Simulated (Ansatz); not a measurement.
Reaction (ligand exchange at the Si–C bond): `[SiH3]/C=C(\[SiH3])Cl` + `O[Si]O[SiH3]` → `[SiH3]O[Si]O[SiH3]` + `[SiH3]/C=C/Cl`

Computed with Ansatz on PBE0-D4/def2-TZVP structures; ΔE is electronic, products minus reactants. CCSD(T)/CBS is the MP2 limit (def2-TZVPP, def2-QZVPP) plus CCSD(T) − MP2 in def2-TZVPP, frozen cores. This one scheme is used for every species. Double bonds are as drawn, so ΔE can hold a change between cis and trans. DFT in def2-TZVPP. B3LYP here is the variant with VWN-RPA as its local correlation; programs differ in this. Each species was taken in one conformer, which may not be the lowest.

```json
{"level": "PBE-D4", "ΔE (kcal/mol)": "-20.4", "difference from CCSD(T)/CBS": "3.6"}
{"level": "B3LYP-D4", "ΔE (kcal/mol)": "-24.4", "difference from CCSD(T)/CBS": "-0.4"}
{"level": "ωB97M-V", "ΔE (kcal/mol)": "-23.7", "difference from CCSD(T)/CBS": "0.3"}
{"level": "B2PLYP", "ΔE (kcal/mol)": "-25.7", "difference from CCSD(T)/CBS": "-1.7"}
{"level": "B3LYP", "ΔE (kcal/mol)": "-26.2", "difference from CCSD(T)/CBS": "-2.2"}
{"level": "MP2/def2-TZVPP", "ΔE (kcal/mol)": "-24.3", "difference from CCSD(T)/CBS": "-0.3"}
{"level": "SCS-MP2/def2-TZVPP", "ΔE (kcal/mol)": "-25.7", "difference from CCSD(T)/CBS": "-1.7"}
{"level": "CCSD(T)/def2-TZVPP", "ΔE (kcal/mol)": "-24.3", "difference from CCSD(T)/CBS": "-0.3"}
{"level": "HF/def2-QZVPP", "ΔE (kcal/mol)": "-32.2", "difference from CCSD(T)/CBS": "-8.2"}
{"level": "MP2/def2-QZVPP", "ΔE (kcal/mol)": "-24.3", "difference from CCSD(T)/CBS": "-0.3"}
{"level": "CCSD(T)/CBS", "ΔE (kcal/mol)": "-24.0", "difference from CCSD(T)/CBS": "0"}
```

Largest T1 diagnostic among the species: 0.014.

From PBE to PBE0 (25 % exact exchange), in def2-TZVPP and without D4, ΔE moves by −1.7 kcal/mol. In def2-TZVPP, CCSD(T) changes the Hartree–Fock value by +7.3 kcal/mol (the triples alone add +1.2 kcal/mol) and MP2 by +7.4 kcal/mol.
